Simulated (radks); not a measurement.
Values are calculated unless marked as measured or tabulated.
Species: Pr. Configuration: [Xe] 4f0.5 6s2 6p2.5 (fractional occupations, a model configuration).

Code: a radial shooting solver on a logarithmic mesh with Libxc functionals. Model: Dirac Kohn-Sham, PBE, spin-unpolarised, spherical densities, finite nucleus; open shells are shared between the two j in proportion to 2j + 1; Fermi nuclear charge, rms radius 4.8919 fm.

Energy parts (hartree):
total: -9241.2585
kinetic: 9939.7653
electron-nucleus: -22496.5791
Hartree: 3530.9343
exchange-correlation: -215.3790

Orbitals (lengths in bohr, moments of r in powers of bohr; <r^-3> diverges for s and p1/2; r(90%) holds 90 % of the orbital's charge):
orbital,occ.,eigenvalue (hartree),<r^2>,<1/r>,r(90%),<r^-3>
1s1/2,2,-1536.132,0.0007897,64.69,0.0435,-
2s1/2,2,-247.8957,0.01248,15.28,0.159,-
2p1/2,2,-234.3371,0.009134,15.26,0.142,-
2p3/2,4,-216.6214,0.01039,13.77,0.150,7507
3s1/2,2,-54.38789,0.08469,5.524,0.400,-
3p1/2,2,-48.62151,0.07965,5.438,0.393,-
3p3/2,4,-45.11343,0.08709,5.065,0.411,1528
3d3/2,4,-35.04749,0.07100,4.932,0.384,251.5
3d5/2,6,-34.29222,0.07311,4.837,0.389,227.9
4s1/2,2,-11.63474,0.4319,2.306,0.888,-
4p1/2,2,-9.46714,0.4587,2.204,0.923,-
4p3/2,4,-8.69664,0.4979,2.082,0.961,337.1
4d3/2,4,-5.12599,0.5807,1.873,1.06,46.83
4d5/2,6,-4.98812,0.5959,1.843,1.07,42.06
5s1/2,2,-2.03168,2.256,0.9422,2.02,-
5p1/2,2,-1.39509,2.737,0.8501,2.25,-
5p3/2,4,-1.26439,2.983,0.8080,2.35,57.03
4f5/2,0.214286,-0.90650,1.025,1.390,1.50,5.809
4f7/2,0.285714,-0.88923,1.039,1.380,1.51,5.667
6s1/2,2,-0.26663,14.02,0.3599,5.08,-
6p1/2,0.833333,-0.13660,20.66,0.2953,6.23,-
6p3/2,1.66667,-0.12159,22.65,0.2813,6.53,6.521

The highest occupied level is 6p3/2 at -3.309 eV. The density falls to 0.001 e/bohr^3 at r = 5.82 bohr. Summed over all electrons, <r^2> = 116.6 bohr^2, which gives a Langevin (diamagnetic) susceptibility term of -92.3 x 10^-6 cm^3/mol. The electron density at the nucleus is 4.17e+05 e/bohr^3.

Run on one thread of a shared host, so times are rough (Arm Neoverse N1): 0.22 s of CPU time, 0.22 s wall, 14 iterations on 2440 mesh points.
